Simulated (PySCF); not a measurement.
Job file and geometry (Å, from GFN2-xTB) of an NMR shielding run on `[SiH3][CH2][AlH2-][S+](C)C`, C₃H₁₃AlSSi, PySCF 2.14.0, density-fitted response routines, GIAO PBE0/pcSseg-1 NMR shielding, non-relativistic, gas phase; density fitting, a coarse starting grid and PySCF grid level 2 are the driver's defaults:

```
$ OMP_NUM_THREADS=1 python probes_run.py task.json out

{"job": {"kind": "nmr", "xc": "PBE0", "basis": "pcSseg-1"}, "charge": 0, "multiplicity": 1}
C     -1.154158     1.438473    -0.579698
S     -1.439612     0.350612     0.841015
C     -2.785565    -0.666021     0.185135
Al     0.201539    -1.404336     0.175559
C      1.911742    -0.599497     0.828174
Si     2.815313     0.733566    -0.179733
H     -2.076676     1.961733    -0.812646
H     -0.810040     0.852102    -1.429410
H     -0.386878     2.147560    -0.287946
H     -3.555958    -0.016680    -0.219417
H     -3.181898    -1.242199     1.015437
H     -2.396600    -1.339593    -0.581524
H     -0.200893    -1.345407    -1.347841
H     -0.556588    -2.524693     0.960084
H      1.804987    -0.219298     1.856148
H      2.611061    -1.446597     0.915802
H      2.927947     0.349592    -1.591615
H      2.094913     2.016747    -0.102323
H      4.167559     0.963187     0.347337
```

Q: What does the program print?

A: 
```
coarse grid: 16192 points
cycle   1  E = -1051.5784874735  dE =  2.171e-02  |g| = 4.322e-01  |ddm| = 3.695e+00
cycle   2  E = -1051.5574758047  dE =  2.101e-02  |g| = 5.052e-01  |ddm| = 8.998e-01
cycle   3  E = -1051.6280554525  dE = -7.058e-02  |g| = 5.401e-02  |ddm| = 5.486e-01
cycle   4  E = -1051.6288809829  dE = -8.255e-04  |g| = 1.392e-02  |ddm| = 6.881e-02
cycle   5  E = -1051.6289214510  dE = -4.047e-05  |g| = 6.159e-03  |ddm| = 1.706e-02
cycle   6  E = -1051.6289311625  dE = -9.711e-06  |g| = 8.709e-04  |ddm| = 6.042e-03
final grid: 139024 points
cycle   7  E = -1051.6655770267  dE = -2.419e-05  |g| = 8.726e-03  |ddm| = 2.630e-02
cycle   8  E = -1051.6655657153  dE =  1.131e-05  |g| = 1.095e-02  |ddm| = 1.573e-02
cycle   9  E = -1051.6655956663  dE = -2.995e-05  |g| = 4.324e-04  |ddm| = 9.065e-03
cycle  10  E = -1051.6655957092  dE = -4.284e-08  |g| = 1.352e-04  |ddm| = 5.529e-04
cycle  11  E = -1051.6655957132  dE = -4.042e-09  |g| = 5.570e-05  |ddm| = 1.546e-04
cycle  12  E = -1051.6655957140  dE = -8.431e-10  |g| = 7.360e-06  |ddm| = 6.676e-05
converged SCF energy = -1051.6655957140

GIAO shielding tensors (ppm)
atom      isotropic    diamagn.    paramagn.     s11        s22        s33       span
  0 C      158.055     255.094     -97.039    142.801    145.712    185.652     42.851
  1 S      615.437    1060.492    -445.054    466.961    613.609    765.742    298.782
  2 C      160.402     253.078     -92.676    141.719    153.001    186.488     44.768
  3 Al     382.131     796.695    -414.564    351.598    377.997    416.798     65.200
  4 C      203.582     254.020     -50.437    189.314    203.223    218.210     28.896
  5 Si     420.320     879.228    -458.907    386.285    400.930    473.745     87.460
  6 H       29.675      30.909      -1.234     24.268     27.113     37.644     13.375
  7 H       29.007      33.062      -4.055     24.624     28.316     34.080      9.456
  8 H       29.214      32.653      -3.439     24.152     26.951     36.539     12.388
  9 H       29.944      29.611       0.333     24.572     27.309     37.951     13.379
 10 H       29.433      29.840      -0.408     24.719     25.739     37.840     13.121
 11 H       28.706      30.845      -2.139     23.137     28.808     34.173     11.036
 12 H       27.635      31.702      -4.067     24.845     27.470     30.590      5.745
 13 H       27.342      31.070      -3.728     23.422     26.613     31.992      8.570
 14 H       32.301      31.730       0.571     27.731     29.561     39.611     11.880
 15 H       32.460      29.373       3.087     26.571     29.507     41.302     14.732
 16 H       27.674      29.271      -1.597     24.384     26.042     32.597      8.213
 17 H       27.814      30.367      -2.553     23.710     28.057     31.675      7.965
 18 H       27.469      28.362      -0.894     23.624     25.029     33.753     10.129
```

Size and cost of the density-fitted run: 188 basis functions, 49 s wall time on 1 thread of an Arm Neoverse N1, shared host; peak memory 0.78 GiB.
